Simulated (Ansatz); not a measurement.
# Two structures, one formula

The two ends of one reaction step of Si₅H₁₀OF₄, closed shell (PBE0-D4/def2-TZVP).

A:

```xyz
20
angstrom
Si -2.1765 1.9330 -1.6546
F -1.7162 3.2438 -0.9344
F -0.9783 1.2128 -2.3568
F -2.9433 0.9659 -0.6967
F -3.1809 2.3618 -2.7800
H 0.1271 2.0194 0.6842
O -0.3615 1.2329 0.4324
Si 0.4553 -0.2289 0.5140
Si -1.0820 -1.9168 0.0023
Si 1.3117 -0.5960 2.6693
Si 2.2436 -0.3051 -1.0064
H -0.3521 -3.2101 0.1153
H -2.2204 -1.9197 0.9581
H -1.5991 -1.7809 -1.3847
H 2.2241 0.5157 3.0605
H 0.2230 -0.6853 3.6797
H 2.0850 -1.8674 2.6754
H 3.1363 0.8706 -0.8011
H 1.7718 -0.3021 -2.4162
H 3.0325 -1.5435 -0.7604
```

B:

| atom | x (Å) | y (Å) | z (Å) |
| --- | --- | --- | --- |
| Si1 | -1.5648 | 1.4597 | -1.5950 |
| F2 | -0.6798 | 2.6384 | 1.8784 |
| F3 | -0.6261 | 1.5490 | -2.8489 |
| F4 | -2.6768 | 0.3962 | -1.9019 |
| F5 | -2.2403 | 2.8514 | -1.3630 |
| H6 | -0.7909 | 2.2041 | 1.0589 |
| O7 | -0.7337 | 1.0604 | -0.2808 |
| Si8 | 0.2393 | -0.2705 | 0.1794 |
| Si9 | -1.0342 | -2.2335 | 0.0084 |
| Si10 | 0.9773 | 0.0079 | 2.3857 |
| Si11 | 2.0797 | -0.3937 | -1.2699 |
| H12 | -0.1807 | -3.3523 | 0.4904 |
| H13 | -2.2551 | -2.1414 | 0.8511 |
| H14 | -1.4250 | -2.4886 | -1.4031 |
| H15 | 1.8610 | 1.1898 | 2.5287 |
| H16 | -0.1549 | 0.0583 | 3.3419 |
| H17 | 1.7719 | -1.2285 | 2.6352 |
| H18 | 2.8386 | 0.8844 | -1.2584 |
| H19 | 1.6421 | -0.6971 | -2.6578 |
| H20 | 2.9527 | -1.4938 | -0.7794 |

Ansatz 0.2.0; basis: def2-TZVPP; cores frozen in the correlated methods. B3LYP uses VWN-RPA correlation.

Which structure is lower at CCSD(T), and by how much? (An estimate is asked for; the value comes from the calculation.)

By the calculation: A, by 2.40 kcal/mol (electronic energy, against the other). By their contacts, A is a complex of Si₄H₁₀O ([OH][Si]([SiH3])([SiH3])[SiH3]) + SiF₄ ([F][Si]([F])([F])[F]) and B is a complex of Si₅H₉OF₃ ([F][Si]([F])([F])[O][Si]([SiH3])([SiH3])[SiH3]) + HF.

All methods give the same order:

| method | E(B) − E(A) (kcal/mol) |
| --- | --- |
| SPW92 | 0.83 |
| PBE-D4 | 1.61 |
| BLYP-D4 | 1.49 |
| r2SCAN-D4 | 3.45 |
| B97M-V | 4.76 |
| PBE0-D4 | 1.76 |
| B3LYP-D4 | 1.73 |
| r2SCAN0-D4 | 3.09 |
| BHLYP-D4 | 2.02 |
| CAM-B3LYP-D4 | 2.17 |
| wB97X-V | 2.77 |
| wB97M-V | 2.82 |
| B2PLYP | 2.93 |
| PBE-QIDH | 2.29 |
| RPA on PBE | 2.72 |
| HF | 5.09 |
| MP2 | 1.97 |
| CCSD | 2.82 |
| CCSD(T) | 2.40 |

The T1 diagnostic stays at or below 0.013.

Labels in which every atom is bracketed show which atoms are joined, not bond orders.

For scale, one of the runs: CCSD(T)/def2-TZVPP, 505 basis functions, launched by `ansatz run in.yaml --threads 4 --pin off --events-out ev --progress --plain --max-ram 66560MiB --backend cuda --devices 0, --max-vram 37GiB`. Time: 98 s of wall clock on 4 CPU threads of an AMD EPYC 7R13 and a share of one NVIDIA H100; the host was shared. Peak host memory: 2.3 GiB.
